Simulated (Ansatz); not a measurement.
The cluster Be4S4⁺, relaxed as a doublet with UKS PBE-D4/def2-SVP in Ansatz, starting from the GFN1-xTB geometry. Force threshold 0.02 eV/Å.

Another isomer (doublet) lies 0.87 eV lower at PBE0-D4/def2-TZVP; other spin states weren't run for this one.

Start:

```
atom   x (Å)   y (Å)   z (Å)
 Be1  -0.673  -2.109   0.118
 Be2   0.678   2.099  -0.112
 Be3  -1.327   0.541   1.694
 Be4   1.325  -0.538  -1.694
  S5   1.675   1.315  -1.518
  S6  -0.550   2.232   1.327
  S7   0.548  -2.228  -1.328
  S8  -1.676  -1.311   1.512
```

```tsv
step	energy (eV)	largest force component (eV/Å)	SCF passes
1	-44910.1746	1.258	22
2	-44910.7166	0.564	20
3	-44910.8511	0.420	26
4	-44910.8934	0.028	21
5	-44910.8937	0.001	16
```

Force components are those of the run's own axes.

End:

```xyz
8

Be   -0.604   -1.865    0.110
Be    0.604    1.865   -0.110
Be   -1.177    0.469    1.500
Be    1.177   -0.469   -1.500
S     1.741    1.364   -1.573
S    -0.560    2.282    1.359
S     0.560   -2.282   -1.359
S    -1.741   -1.364    1.573
```

By distances, no bond broke or formed. The bond that changes most is Be3–S8, from 1.89 to 1.92 Å (atoms count from 1).

No frequencies were taken in this run, so the end may be a saddle point.

Run time 4.7 s (4 threads of Intel Xeon Platinum 8488C on a shared host).
